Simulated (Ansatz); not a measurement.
Consider the ligand exchange at the Si–Se bond: `F[SiH2][SeH]` + `N=CF` → `F/C=N/[SiH2]F` + H₂Se.

Program: Ansatz. Geometries: PBE0-D4/def2-TZVP. ΔE: electronic, gas phase. CCSD(T)/CBS is the MP2 limit (def2-TZVPP, def2-QZVPP) plus CCSD(T) − MP2 in def2-TZVPP, frozen cores. This one scheme is used for every species. Functionals use def2-TZVPP. HSE06 is defined as in plane-wave codes. For Se outer-core shells are correlated without core-valence functions, which leaves a few kJ/mol of doubt a bond. Scalar relativity is left out up to krypton. One conformer a species, not always the lowest.

(1) Is it downhill or uphill in electronic energy at CCSD(T)/CBS, and by how much? (Estimate.)

(2) What do these levels give: LDA (SPW92), BLYP-D4, HSE06-D4, ωB97M-V, PBE, HF/def2-QZVPP? (Estimate.)

Largest T1 diagnostic among the species: 0.013.

## Answers

(1) The calculation gave: Nearly level: ΔE = +0.4 kcal/mol.

(2) Computed: LDA (SPW92) -0.1, BLYP-D4 -1.1, HSE06-D4 1.1, ωB97M-V -0.5, PBE 1.4, HF/def2-QZVPP -2.6 kcal/mol.

From BLYP to BHLYP (50 % exact exchange), in def2-TZVPP and without D4, ΔE moves by −0.8 kcal/mol. In def2-TZVPP, CCSD(T) changes the Hartree–Fock value by +1.9 kcal/mol (the triples alone add +0.2 kcal/mol) and MP2 by +1.9 kcal/mol. At CCSD(T), def2-SVP lies −1.4 kcal/mol from the extrapolated value and def2-TZVPP −0.9 kcal/mol.
